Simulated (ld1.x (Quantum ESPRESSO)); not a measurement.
**u(r) = r·R(r): atom against pseudo-atom (nickel)**

Columns: radius, all-electron u(r) and pseudo u(r) of the 3d shell (level -9.90 eV) of nickel in the configuration [Ne] 3s2 3p6 3d8 4s1.5 4p0.5; PBE, scalar-relativistic, PAW scheme, ld1.x (Quantum ESPRESSO) 7.5.

```json
{"r (bohr)": "0.100", "all-electron": "0.0942", "pseudo": "0.0025"}
{"r (bohr)": "0.200", "all-electron": "0.3611", "pseudo": "0.0190"}
{"r (bohr)": "0.300", "all-electron": "0.6333", "pseudo": "0.0600"}
{"r (bohr)": "0.400", "all-electron": "0.8294", "pseudo": "0.1302"}
{"r (bohr)": "0.500", "all-electron": "0.9404", "pseudo": "0.2267"}
{"r (bohr)": "0.600", "all-electron": "0.9816", "pseudo": "0.3401"}
{"r (bohr)": "0.700", "all-electron": "0.9745", "pseudo": "0.4566"}
{"r (bohr)": "0.800", "all-electron": "0.9381", "pseudo": "0.5609"}
{"r (bohr)": "0.900", "all-electron": "0.8858", "pseudo": "0.6402"}
{"r (bohr)": "1.000", "all-electron": "0.8262", "pseudo": "0.6863"}
{"r (bohr)": "1.100", "all-electron": "0.7645", "pseudo": "0.6978"}
{"r (bohr)": "1.200", "all-electron": "0.7038", "pseudo": "0.6793"}
{"r (bohr)": "1.300", "all-electron": "0.6458", "pseudo": "0.6401"}
{"r (bohr)": "1.400", "all-electron": "0.5913", "pseudo": "0.5909"}
{"r (bohr)": "1.500", "all-electron": "0.5408", "pseudo": "0.5408"}
{"r (bohr)": "1.600", "all-electron": "0.4942", "pseudo": "0.4942"}
{"r (bohr)": "1.700", "all-electron": "0.4515", "pseudo": "0.4515"}
{"r (bohr)": "1.800", "all-electron": "0.4125", "pseudo": "0.4125"}
{"r (bohr)": "1.900", "all-electron": "0.3768", "pseudo": "0.3768"}
{"r (bohr)": "2.000", "all-electron": "0.3443", "pseudo": "0.3443"}
{"r (bohr)": "2.100", "all-electron": "0.3147", "pseudo": "0.3147"}
{"r (bohr)": "2.200", "all-electron": "0.2877", "pseudo": "0.2877"}
{"r (bohr)": "2.300", "all-electron": "0.2631", "pseudo": "0.2631"}
{"r (bohr)": "2.400", "all-electron": "0.2407", "pseudo": "0.2407"}
{"r (bohr)": "2.500", "all-electron": "0.2202", "pseudo": "0.2202"}
{"r (bohr)": "2.600", "all-electron": "0.2015", "pseudo": "0.2015"}
```

(1) How many radial nodes do the two functions have?

(2) At about which radius was the pseudo-wave matched?

(3) Is the pseudo-wave norm-conserving?

Answers

(1) The all-electron 3d function has n − l − 1 = 0; the pseudo-wave has 0.

(2) 1.55 bohr. The columns agree to 0.0005 from 1.40 bohr on; several derivatives are matched, so the curves merge somewhat inside the radius.

(3) No, it belongs to a PAW set: the norm inside the radius is not constrained, and the difference is carried by the augmentation charge.
